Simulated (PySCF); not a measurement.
**Mg+ (magnesium, charge +1) across methods**

[Ne] 3s1, 2S determinant. All numbers are calculated (PySCF 2.14, no relativity, point nucleus, in an even-tempered Gaussian basis (20 s from 0.01 bohr⁻², ratio 2.5; 14 p from 0.013 bohr⁻², ratio 2.5; 6 d from 0.16 bohr⁻², ratio 2.7; 6 f from 0.24 bohr⁻², ratio 2.7)).

| method | E (hartree) | mean ε 2p α (eV) | mean ε 2p β (eV) | mean ε 3s α (eV) | Σ⟨r²⟩ (bohr²) | ⟨S²⟩ |
| --- | --- | --- | --- | --- | --- | --- |
| PBEsol | -199.2403 | -55.600 | -55.445 | -11.868 | 13.71 | 0.750 |
| PBE0 | -199.6931 | -59.786 | -59.620 | -12.707 | 13.74 | 0.750 |
| r2SCAN | -199.7729 | -57.078 | -56.947 | -12.041 | 13.72 | 0.750 |
| UHF | -199.37138 | -70.915 | -70.744 | -14.737 | 14.01 | 0.750 |
| PBE | -199.6749 | -55.705 | -55.535 | -11.898 | 13.72 | 0.750 |
| M06 | -199.7880 | -60.093 | -60.001 | -12.472 | 13.56 | 0.750 |
| LDA | -198.8552 | -55.843 | -55.688 | -11.983 | 13.62 | 0.750 |
